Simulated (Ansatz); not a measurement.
A nudged elastic band was laid between two geometries of C2H7NSSi (12 atoms, charge 0, multiplicity 1).

All numbers below come from RKS PBE-D4/def2-SVP in Ansatz 0.2.0.

```json
{
 "movable images": "5",
 "climbing image": "yes",
 "spring": "5.0 eV/Å²",
 "optimiser": "quadratic models (default)",
 "start path": "through a guess of the saddle point",
 "force threshold": "0.03 eV/Å",
 "iteration limit": "60",
 "end points": "relaxed"
}
```

Initial state:

```xyz
12
Properties=species:S:1:pos:R:3
S -2.288 -0.326 1.280
C -0.712 -1.215 0.933
Si 0.581 0.076 0.470
C 1.245 0.328 -1.255
N 0.031 1.106 -0.845
H -2.232 0.423 0.135
H -0.431 -1.740 1.869
H -0.847 -1.981 0.141
H 1.332 0.664 1.624
H 2.200 0.880 -1.374
H 1.077 -0.397 -2.076
H 0.122 2.127 -0.867
```

Final state:

```xyz
12
Properties=species:S:1:pos:R:3
S -2.320 -0.855 0.136
C -0.827 -0.873 1.200
Si 0.670 -0.006 0.438
C 0.770 0.604 -1.317
N 0.430 1.590 -0.245
H -1.731 -1.406 -0.963
H -1.123 -0.336 2.126
H -0.562 -1.907 1.507
H 1.963 -0.345 1.125
H 1.773 0.660 -1.788
H -0.038 0.440 -2.057
H 1.073 2.380 -0.129
```

What changes between the two ends?

No bond is made or broken. The dihedral H8–C2–Si3–H9 goes from -149 to -38°.

Give the energies along the band, and the barrier.

The forces met the threshold. The highest image is number 4 of 0 to 6, 0.120 eV above the first end and 0.014 eV above the last; the last end lies 0.106 eV above the first. Beside the main top the profile has a ripple of under 15 meV (maxima at images 1, 4), which may be a very shallow well or noise. A structure lower than the first end lies on the path between it and the top, so the climb from that side starts below the end, which may itself be a saddle point or a shallow side well. A vibrational analysis at the climbing image gives one clearly imaginary mode, 130i cm⁻¹: a first-order saddle point.

| image | path coordinate (Å) | energy (eV) | dihedral H8–C2–Si3–H9 (°) |
| --- | --- | --- | --- |
| 0 | 0.00 | 0.000 | -149 |
| 1 | 0.99 | 0.011 | -121 |
| 2 | 1.99 | -0.009 | -93 |
| 3 | 2.98 | -0.013 | -66 |
| 4 | 3.97 | 0.120 | -64 |
| 5 | 4.65 | 0.111 | -51 |
| 6 | 5.32 | 0.106 | -38 |

What is the geometry of the highest image?


```xyz
12
Properties=species:S:1:pos:R:3
S -2.390 -0.752 0.387
C -0.754 -1.038 1.160
Si 0.654 0.017 0.475
C 0.864 0.509 -1.309
N 0.260 1.498 -0.366
H -1.943 -0.557 -0.885
H -0.881 -0.803 2.238
H -0.461 -2.110 1.104
H 1.907 -0.090 1.295
H 1.902 0.683 -1.663
H 0.199 0.181 -2.133
H 0.720 2.408 -0.268
```

The run took 5.4 min on 2 threads of Arm Neoverse N1, on a shared host, peak memory 0.16 GiB.
